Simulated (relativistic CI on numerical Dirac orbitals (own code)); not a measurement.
Rh XVIII: computed level list

Calculated at this level of theory: Dirac-Coulomb-Breit CI, separate exchange-only KLI orbitals for each configuration, QED by a radiative potential, unscaled Slater integrals (own radial code, finite nucleus).

Configurations in the expansion (outside the closed core [Ne]): 3s2 3p6 3d10, 3s2 3p6 3d9 4s, 3s2 3p6 3d9 4p, 3s2 3p6 3d9 4d, 3s2 3p6 3d8 4s2, 3s2 3p6 3d9 4f, 3s2 3p6 3d8 4s 4p, 3s2 3p5 3d10 4s, 3s2 3p6 3d9 5s, 3s2 3p6 3d8 4p2, 3s2 3p6 3d9 5p, 3s2 3p6 3d8 4s 4d, 3s2 3p5 3d10 4p, 3s2 3p6 3d9 5d, 3s2 3p6 3d8 4p 4d, 3s2 3p6 3d9 5f, 3s2 3p6 3d9 5g, 3s2 3p5 3d9 4s2, 3s2 3p5 3d10 4d, 3s2 3p6 3d9 6s, 3s 3p6 3d10 4s, 3s2 3p6 3d8 4d2, 3s2 3p6 3d9 6p, 3s2 3p5 3d9 4s 4p, 3s2 3p6 3d9 6d, 3s 3p6 3d10 4p, 3s2 3p5 3d9 4p2, 3s2 3p5 3d10 4f, 3s2 3p5 3d9 4s 4d, 3s 3p6 3d9 4s2, 3s2 3p5 3d10 5s, 3s2 3p5 3d9 4p 4d, 3s 3p6 3d9 4s 4p, 3s2 3p5 3d10 5p, 3s 3p6 3d10 4d, 3s2 3p4 3d10 4s2. Levels of other configurations are missing.

| No. | Configuration | Term | J | E (eV) | % | Next component (%) | Landé g |
| --- | --- | --- | --- | --- | --- | --- | --- |
| 1 | 3s2 3p6 3d10 | 1S | 0 | 0.000 | 100 |  |  |
| 2 | 3s2 3p6 3d9 4s | 3D | 3 | 289.511 | 100 |  | 1.331 |
| 3 | 3s2 3p6 3d9 4s | 3D | 2 | 290.266 | 54 | 46 1D | 1.088 |
| 4 | 3s2 3p6 3d9 4s | 3D | 1 | 294.466 | 100 |  | 0.495 |
| 5 | 3s2 3p6 3d9 4s | 1D | 2 | 295.128 | 54 | 45 3D | 1.074 |
| 6 | 3s2 3p6 3d9 4p | 3P° | 2 | 324.563 | 74 | 19 3D° | 1.394 |
| 7 | 3s2 3p6 3d9 4p | 3F° | 3 | 325.544 | 52 | 33 1F° | 1.089 |
| 8 | 3s2 3p6 3d9 4p | 3F° | 2 | 329.886 | 86 | 6 3D° | 0.743 |
| 9 | 3s2 3p6 3d9 4p | 3P° | 1 | 330.314 | 73 | 26 3D° | 1.230 |
| 10 | 3s2 3p6 3d9 4p | 3F° | 4 | 331.214 | 100 |  | 1.248 |
| 11 | 3s2 3p6 3d9 4p | 1D° | 2 | 332.639 | 65 | 18 3D° | 1.112 |
| 12 | 3s2 3p6 3d9 4p | 1P° | 1 | 333.188 | 83 | 10 3D° | 0.982 |
| 13 | 3s2 3p6 3d9 4p | 3D° | 3 | 333.466 | 74 | 26 1F° | 1.243 |
| 14 | 3s2 3p6 3d9 4p | 3P° | 0 | 334.531 | 100 |  |  |
| 15 | 3s2 3p6 3d9 4p | 3F° | 3 | 336.877 | 47 | 40 1F° | 1.078 |
| 16 | 3s2 3p6 3d9 4p | 3D° | 1 | 337.328 | 64 | 20 3P° | 0.779 |
| 17 | 3s2 3p6 3d9 4p | 3D° | 2 | 338.180 | 58 | 27 1D° | 1.075 |
| 18 | 3s2 3p6 3d9 4d | 3S | 1 | 386.352 | 83 | 15 3P | 1.904 |
| 19 | 3s2 3p6 3d9 4d | 3G | 4 | 389.419 | 58 | 40 1G | 1.033 |
| 20 | 3s2 3p6 3d9 4d | 3P | 2 | 389.686 | 57 | 39 3D | 1.339 |
| 21 | 3s2 3p6 3d9 4d | 1P | 1 | 389.987 | 52 | 23 3D | 1.017 |
| 22 | 3s2 3p6 3d9 4d | 3G | 5 | 390.096 | 100 |  | 1.199 |
| 23 | 3s2 3p6 3d9 4d | 3D | 3 | 390.643 | 55 | 32 3F | 1.187 |
| 24 | 3s2 3p6 3d9 4d | 1F | 3 | 391.619 | 39 | 32 3D | 1.060 |
| 25 | 3s2 3p6 3d9 4d | 1D | 2 | 392.024 | 37 | 27 3P | 1.115 |
| 26 | 3s2 3p6 3d9 4d | 3F | 4 | 392.278 | 76 | 21 1G | 1.189 |
| 27 | 3s2 3p6 3d9 4d | 3P | 0 | 392.406 | 99 | 1 1S |  |
| 28 | 3s2 3p6 3d9 4d | 1P | 1 | 393.737 | 45 | 32 3P | 1.216 |
| 29 | 3s2 3p6 3d9 4d | 3G | 3 | 394.380 | 69 | 24 1F | 0.831 |
| 30 | 3s2 3p6 3d9 4d | 3D | 1 | 395.040 | 64 | 31 3P | 0.859 |
| 31 | 3s2 3p6 3d9 4d | 1G | 4 | 395.791 | 40 | 39 3G | 1.072 |
| 32 | 3s2 3p6 3d9 4d | 3D | 2 | 396.491 | 40 | 31 1D | 1.097 |
| 33 | 3s2 3p6 3d9 4d | 3F | 2 | 396.525 | 68 | 31 1D | 0.775 |
| 34 | 3s2 3p6 3d9 4d | 3F | 3 | 397.221 | 53 | 33 1F | 1.081 |
| 35 | 3s2 3p6 3d9 4d | 1S | 0 | 416.303 | 96 | 2 3s2 3p6 3d9 5d 1S |  |
| 36 | 3s2 3p6 3d9 4f | 3P° | 0 | 447.422 | 100 |  |  |
| 37 | 3s2 3p6 3d9 4f | 3P° | 1 | 447.932 | 91 | 8 3D° | 1.414 |
| 38 | 3s2 3p6 3d9 4f | 3P° | 2 | 448.795 | 68 | 20 3D° | 1.373 |
| 39 | 3s2 3p6 3d9 4f | 3H° | 6 | 449.410 | 100 |  | 1.165 |
| 40 | 3s2 3p6 3d9 4f | 3H° | 5 | 449.735 | 57 | 42 1H° | 1.019 |
| 41 | 3s2 3p6 3d9 4f | 1D° | 2 | 450.514 | 39 | 36 3F° | 0.921 |
| 42 | 3s2 3p6 3d9 4f | 3D° | 3 | 450.607 | 57 | 39 3F° | 1.217 |
| 43 | 3s2 3p6 3d9 4f | 3F° | 4 | 451.039 | 81 | 14 3G° | 1.207 |
| 44 | 3s2 3p6 3d9 4f | 1G° | 4 | 451.307 | 41 | 30 3H° | 0.953 |
| 45 | 3s2 3p6 3d9 4f | 3G° | 5 | 451.488 | 74 | 19 1H° | 1.149 |
| 46 | 3s2 3p6 3d9 4f | 1F° | 3 | 451.819 | 44 | 21 3G° | 1.009 |
| 47 | 3s2 3p6 3d9 4f | 3D° | 1 | 452.345 | 88 | 8 3P° | 0.596 |
| 48 | 3s2 3p6 3d9 4f | 3D° | 2 | 454.062 | 40 | 32 3P° | 1.227 |
| 49 | 3s2 3p6 3d9 4f | 3H° | 4 | 454.798 | 70 | 17 1G° | 0.865 |
| 50 | 3s2 3p6 3d9 4f | 1H° | 5 | 455.151 | 39 | 35 3H° | 1.062 |
| 51 | 3s2 3p6 3d9 4f | 3F° | 2 | 455.580 | 64 | 21 1D° | 0.809 |
| 52 | 3s2 3p6 3d9 4f | 3F° | 3 | 456.039 | 40 | 25 3D° | 1.070 |
| 53 | 3s2 3p6 3d9 4f | 3G° | 4 | 456.572 | 46 | 36 1G° | 1.068 |
| 54 | 3s2 3p6 3d9 4f | 3G° | 3 | 456.864 | 58 | 38 1F° | 0.866 |
| 55 | 3s2 3p6 3d9 4f | 1P° | 1 | 463.876 | 94 | 3 3D° | 0.991 |
| 56 | 3s2 3p5 3d10 4s | 3P° | 2 | 478.344 | 98 | 2 3s2 3p6 3d9 5p 3P° | 1.498 |
| 57 | 3s2 3p5 3d10 4s | 1P° | 1 | 480.009 | 61 | 37 3P° | 1.188 |
| 58 | 3s2 3p6 3d9 5s | 3D | 3 | 483.251 | 100 |  | 1.332 |
| 59 | 3s2 3p6 3d9 5s | 1D | 2 | 483.561 | 54 | 45 3D | 1.073 |
| 60 | 3s2 3p6 3d9 5s | 3D | 1 | 488.227 | 100 |  | 0.495 |
| 61 | 3s2 3p6 3d9 5s | 3D | 2 | 488.469 | 54 | 46 1D | 1.088 |
| 62 | 3s2 3p6 3d9 5p | 3P° | 2 | 499.484 | 65 | 25 3D° | 1.362 |
| 63 | 3s2 3p6 3d9 5p | 3F° | 3 | 499.547 | 50 | 35 1F° | 1.089 |
| 64 | 3s2 3p6 3d9 5p | 3P° | 1 | 501.912 | 58 | 12 1P° | 1.291 |
| 65 | 3s2 3p6 3d9 5p | 3F° | 4 | 502.030 | 100 |  | 1.249 |
| 66 | 3s2 3p5 3d10 4s | 3P° | 0 | 502.291 | 65 | 35 3s2 3p6 3d9 5p 3P° |  |
| 67 | 3s2 3p6 3d9 5p | 1D° | 2 | 502.580 | 43 | 27 3P° | 1.123 |
| 68 | 3s2 3p6 3d9 5p | 3D° | 3 | 502.960 | 76 | 23 1F° | 1.253 |
| 69 | 3s2 3p6 3d9 5p | 1P° | 1 | 503.826 | 73 | 17 3s2 3p5 3d10 4s 3P° | 1.087 |
| 70 | 3s2 3p6 3d9 5p | 3F° | 2 | 504.409 | 74 | 26 1D° | 0.752 |

Energies count from the lowest computed level; ° marks odd parity.

The mean weight of the leading LS term, summed over parents, in these 70 levels is 68 %, and that of the leading jj configuration (from the same eigenvectors) 85 %, so jj coupling describes them better and the LS labels are nominal.

At this charge energies of transitions that change n are usually good to better than 1 %, and those within a shell (Δn = 0) to a few per cent.

LS names give the leading component of a level, which can be under half, so a name can repeat, a term be missing and a line seem to break the LS rules.
